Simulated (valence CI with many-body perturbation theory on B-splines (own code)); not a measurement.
# Pm27+: what each term of the Hamiltonian does

Calculated by relativistic CI+MBPT: six valence electrons over a frozen Dirac-Fock core [Ar] 3d10, a basis of 9 s, 9 p, 8 d, 6 f, 3 g, 1 h functions for each j, with the one-electron correlation potential Σ1, the two-electron term Σ2, the three-electron term Σ3, Breit, model QED; selected CI, second order for the rest, scaled by the run's own slope (own B-spline code, finite nucleus).

No measured spectrum was set against this ion. As an estimate, large intervals hold to a few tenths of a per cent, small ones and those within an open d or f shell to about a per cent. Among the levels kept, up to 670 cm⁻¹ of a level comes from second order outside the variational space, and about a tenth of that is noise between levels of different J, which matters for small intervals.

Each rung adds one term. CI alone is the Dirac-Coulomb CI over the frozen core; QED comes last and gives the full result, which names the levels. Energies are above (4s^2 4p1/2^2 4p3/2^2) J=2 on the same rung, in eV.

Levels are named by their leading jj configuration (3d3/2^4 stands for four electrons in 3d with j = 3/2), which in mixed levels can hold well under half, so a name can repeat and another be missing. Letters in brackets count levels of one name in rising energy.

```
                             Level  CI alone
        (4s^2 4p1/2^2 4p3/2^2) J=0      6.40
          (4s^2 4p1/2 4p3/2^3) J=1     31.02
          (4s^2 4p1/2 4p3/2^3) J=2     34.55
                (4s^2 4p3/2^4) J=0     68.40
          (4s 4p1/2^2 4p3/2^3) J=2     97.22
          (4s 4p1/2^2 4p3/2^3) J=1    103.05
    (4s^2 4p1/2^2 4p3/2 4d3/2) J=2    108.32
    (4s^2 4p1/2^2 4p3/2 4d3/2) J=0    109.63
    (4s^2 4p1/2^2 4p3/2 4d3/2) J=3    110.06
    (4s^2 4p1/2^2 4p3/2 4d3/2) J=1    114.80
    (4s^2 4p1/2^2 4p3/2 4d5/2) J=4    115.78
    (4s^2 4p1/2^2 4p3/2 4d5/2) J=2    120.39
    (4s^2 4p1/2^2 4p3/2 4d5/2) J=3    124.79
            (4s 4p1/2 4p3/2^4) J=0    128.02
    (4s^2 4p1/2^2 4p3/2 4d5/2) J=1    128.77
(4s^2 4p1/2 4p3/2^2 4d3/2) J=1 [a]    132.87
```

What do these energies become with core correlation, Breit and QED?

(4s^2 4p1/2^2 4p3/2^2) J=0 6.29 (-0.109); (4s^2 4p1/2 4p3/2^3) J=1 30.98 (-0.044); (4s^2 4p1/2 4p3/2^3) J=2 34.42 (-0.136); (4s^2 4p3/2^4) J=0 68.17 (-0.228); (4s 4p1/2^2 4p3/2^3) J=2 97.03 (-0.196); (4s 4p1/2^2 4p3/2^3) J=1 102.73 (-0.323); (4s^2 4p1/2^2 4p3/2 4d3/2) J=2 107.90 (-0.421); (4s^2 4p1/2^2 4p3/2 4d3/2) J=0 109.22 (-0.413); (4s^2 4p1/2^2 4p3/2 4d3/2) J=3 109.60 (-0.456); (4s^2 4p1/2^2 4p3/2 4d3/2) J=1 114.12 (-0.678); (4s^2 4p1/2^2 4p3/2 4d5/2) J=4 115.22 (-0.562); (4s^2 4p1/2^2 4p3/2 4d5/2) J=2 119.64 (-0.749); (4s^2 4p1/2^2 4p3/2 4d5/2) J=3 123.94 (-0.848); (4s 4p1/2 4p3/2^4) J=0 127.82 (-0.197); (4s^2 4p1/2^2 4p3/2 4d5/2) J=1 127.91 (-0.861); (4s^2 4p1/2 4p3/2^2 4d3/2) J=1 [a] 132.48 (-0.398).

How does the ionisation energy move along the ladder, and which term matters most?

CI alone 999.8, + Σ1 1001.1, + Σ2 1001.3, + Σ3 1001.0, + Breit 1000.4, + QED 1000.4 eV. The largest step is Σ1, 1.3 eV. NIST lists 998 ± 4 eV (theoretical).
